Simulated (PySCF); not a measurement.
cyclopentanone (C$_{5}$H$_{8}$O), singlet, at a GFN2-xTB geometry; PBE/STO-3G run with PySCF.

Here is a job for PySCF.
```python
from pyscf import gto, scf, dft

mol = gto.M(
    atom='''
O     0.87537310    1.89876563   -0.35725549
C     0.37959572    0.82337841   -0.15491983
C     1.12822729   -0.48061669    0.02883662
C     0.06033799   -1.56791212   -0.04754620
C    -1.19163010   -0.88596563    0.50924683
C    -1.10303578    0.53525941   -0.03911772
H     1.92578836   -0.58504964   -0.70535867
H     1.59131385   -0.45285207    1.01834905
H     0.33028268   -2.46089812    0.51376258
H    -0.10497291   -1.85408406   -1.08762352
H    -1.14947978   -0.86694046    1.59958820
H    -2.10743946   -1.39392016    0.21152703
H    -1.52542668    0.59576747   -1.04523879
H    -1.60402156    1.28299175    0.57403985
''',
    basis='sto-3g',
    verbose=4,
)

mf = dft.RKS(mol)
mf.xc = 'pbe'
mf.diis = False
mf.damp = 0.6
mf.diis_start_cycle = 200
mf.max_cycle = 150
mf.kernel()
```

**Question.** Predict the main parts of the log of this PySCF run.

**Answer.** 
```
PySCF version 2.14.0

[INPUT] verbose = 4
[INPUT] num. atoms = 14
[INPUT] num. electrons = 46
[INPUT] charge = 0
[INPUT] spin (= nelec alpha-beta = 2S) = 0
[INPUT] symmetry False subgroup None
[INPUT] Mole.unit = angstrom
[INPUT] Symbol           X                Y                Z      unit          X                Y                Z       unit  Magmom
[INPUT]  1 O      0.875373100000   1.898765630000  -0.357255490000 AA    1.654215415812   3.588147015437  -0.675115032597 Bohr   0.0
[INPUT]  2 C      0.379595720000   0.823378410000  -0.154919830000 AA    0.717331948857   1.555959691780  -0.292756049964 Bohr   0.0
[INPUT]  3 C      1.128227290000  -0.480616690000   0.028836620000 AA    2.132040584360  -0.908233914995   0.054493314158 Bohr   0.0
[INPUT]  4 C      0.060337990000  -1.567912120000  -0.047546200000 AA    0.114022276007  -2.962924494186  -0.089849296264 Bohr   0.0
[INPUT]  5 C     -1.191630100000  -0.885965630000   0.509246830000 AA   -2.251854530788  -1.674232396478   0.962337038503 Bohr   0.0
[INPUT]  6 C     -1.103035780000   0.535259410000  -0.039117720000 AA   -2.084435529796   1.011493690496  -0.073921777417 Bohr   0.0
[INPUT]  7 H      1.925788360000  -0.585049640000  -0.705358670000 AA    3.639212574275  -1.105583588875  -1.332934705887 Bohr   0.0
[INPUT]  8 H      1.591313850000  -0.452852070000   1.018349050000 AA    3.007147354727  -0.855766387242   1.924400803711 Bohr   0.0
[INPUT]  9 H      0.330282680000  -2.460898120000   0.513762580000 AA    0.624143808887  -4.650423467257   0.970870569250 Bohr   0.0
[INPUT] 10 H     -0.104972910000  -1.854084060000  -1.087623520000 AA   -0.198370050399  -3.503711085322  -2.055310579435 Bohr   0.0
[INPUT] 11 H     -1.149479780000  -0.866940460000   1.599588200000 AA   -2.172201969925  -1.638280035704   3.022783610086 Bohr   0.0
[INPUT] 12 H     -2.107439460000  -1.393920160000   0.211527030000 AA   -3.982483403501  -2.634127341910   0.399728154643 Bohr   0.0
[INPUT] 13 H     -1.525426680000   0.595767470000  -1.045238790000 AA   -2.882638648305   1.125837352225  -1.975215047872 Bohr   0.0
[INPUT] 14 H     -1.604021560000   1.282991750000   0.574039850000 AA   -3.031161446298   2.424503027576   1.084778101086 Bohr   0.0

nuclear repulsion = 236.852573043895
number of shells = 26
number of NR pGTOs = 114
number of NR cGTOs = 38
basis = sto-3g
ecp = {}

******** <class 'pyscf.dft.rks.RKS'> ********
method = RKS
initial guess = minao
damping factor = 0.6
level_shift factor = 0
DIIS disabled
SCF conv_tol = 1e-09
SCF conv_tol_grad = None
SCF max_cycles = 150
direct_scf = True
direct_scf_tol = 1e-13
XC library pyscf.dft.libxc version 7.1.2
    S. Lehtola, C. Steigemann, M. J. T. Oliveira, and M. A. L. Marques,  SoftwareX 7, 1–5 (2018)
XC functionals = pbe
    J. P. Perdew, K. Burke, and M. Ernzerhof,  Phys. Rev. Lett. 77, 3865 (1996)
    J. P. Perdew, K. Burke, and M. Ernzerhof,  Phys. Rev. Lett. 78, 1396 (1997)
    J. P. Perdew, K. Burke, and M. Ernzerhof,  Phys. Rev. Lett. 77, 3865 (1996)
    J. P. Perdew, K. Burke, and M. Ernzerhof,  Phys. Rev. Lett. 78, 1396 (1997)
radial grids:
    Treutler-Ahlrichs [JCP 102, 346 (1995); DOI:10.1063/1.469408] (M4) radial grids

becke partition: Becke, JCP 88, 2547 (1988); DOI:10.1063/1.454033
pruning grids: <function nwchem_prune>
grids dens level: 3
symmetrized grids: False
atomic radii adjust function: <function treutler_atomic_radii_adjust>
small_rho_cutoff = 0
Set gradient conv threshold to 3.16228e-05
Initial guess from minao.
tot grids = 163136
init E= -267.501876152241
  HOMO = -0.263502283051744  LUMO = -0.0432187510190339  gap/eV = 5.99422
cycle= 1 E= -266.698979694308  delta_E= 0.803  |g|= 0.642  |ddm|= 4.82
  HOMO = -0.131930105408171  LUMO = 0.0106667914617314  gap/eV = 3.88026
cycle= 2 E= -266.811107753158  delta_E= -0.112  |g|= 0.306  |ddm|= 1.05
  HOMO = -0.133862722926111  LUMO = 0.0263815642848948  gap/eV = 4.36047
cycle= 3 E= -266.828440253393  delta_E= -0.0173  |g|= 0.162  |ddm|= 0.478
  HOMO = -0.0983742256270363  LUMO = 0.0436028593279614  gap/eV = 3.86339
cycle= 4 E= -266.833872071711  delta_E= -0.00543  |g|= 0.0913  |ddm|= 0.277
  HOMO = -0.0995262361346329  LUMO = 0.0480964018103776  gap/eV = 4.01702
cycle= 5 E= -266.835429740154  delta_E= -0.00156  |g|= 0.0502  |ddm|= 0.146
  HOMO = -0.0884329474224224  LUMO = 0.053475366216121  gap/eV = 3.86152
cycle= 6 E= -266.835923494132  delta_E= -0.000494  |g|= 0.0282  |ddm|= 0.0846
  HOMO = -0.0885706346199465  LUMO = 0.0550285660740147  gap/eV = 3.90753
cycle= 7 E= -266.836073699833  delta_E= -0.00015  |g|= 0.0156  |ddm|= 0.0453
  HOMO = -0.0849473040457446  LUMO = 0.0568334462977585  gap/eV = 3.85805
cycle= 8 E= -266.836120668543  delta_E= -4.7e-05  |g|= 0.00873  |ddm|= 0.0261
  HOMO = -0.0848645932697989  LUMO = 0.0574136064608129  gap/eV = 3.87159
cycle= 9 E= -266.836135155713  delta_E= -1.45e-05  |g|= 0.00485  |ddm|= 0.0141
  HOMO = -0.0836604555271833  LUMO = 0.0580369694194159  gap/eV = 3.85578
cycle= 10 E= -266.836139661826  delta_E= -4.51e-06  |g|= 0.00271  |ddm|= 0.0081
  HOMO = -0.0835850066265799  LUMO = 0.058256817580313  gap/eV = 3.85971
cycle= 11 E= -266.836141057512  delta_E= -1.4e-06  |g|= 0.00151  |ddm|= 0.00437
  HOMO = -0.0831812390772836  LUMO = 0.0584745730889965  gap/eV = 3.85465
cycle= 12 E= -266.836141490975  delta_E= -4.33e-07  |g|= 0.000842  |ddm|= 0.00251
  HOMO = -0.0831394969021449  LUMO = 0.0585576052697991  gap/eV = 3.85577
cycle= 13 E= -266.836141625439  delta_E= -1.34e-07  |g|= 0.00047  |ddm|= 0.00135
  HOMO = -0.0830032517005487  LUMO = 0.0586340995223693  gap/eV = 3.85415
cycle= 14 E= -266.836141667191  delta_E= -4.18e-08  |g|= 0.000262  |ddm|= 0.000779
  HOMO = -0.0829836807849873  LUMO = 0.0586652506173562  gap/eV = 3.85446
cycle= 15 E= -266.836141680151  delta_E= -1.3e-08  |g|= 0.000146  |ddm|= 0.00042
  HOMO = -0.0829374589476572  LUMO = 0.0586922198398543  gap/eV = 3.85394
cycle= 16 E= -266.836141684178  delta_E= -4.03e-09  |g|= 8.16e-05  |ddm|= 0.000242
  HOMO = -0.0829290093145799  LUMO = 0.0587038318503761  gap/eV = 3.85403
cycle= 17 E= -266.836141685429  delta_E= -1.25e-09  |g|= 4.56e-05  |ddm|= 0.00013
  HOMO = -0.0829132502717489  LUMO = 0.0587133672431532  gap/eV = 3.85386
cycle= 18 E= -266.836141685817  delta_E= -3.89e-10  |g|= 2.54e-05  |ddm|= 7.49e-05
  HOMO = -0.082904564640816  LUMO = 0.0587241293216904  gap/eV = 3.85391
Extra cycle  E= -266.836141684583  delta_E= 1.23e-09  |g|= 7.13e-05  |ddm|= 0.000101
converged SCF energy = -266.836141684583
```
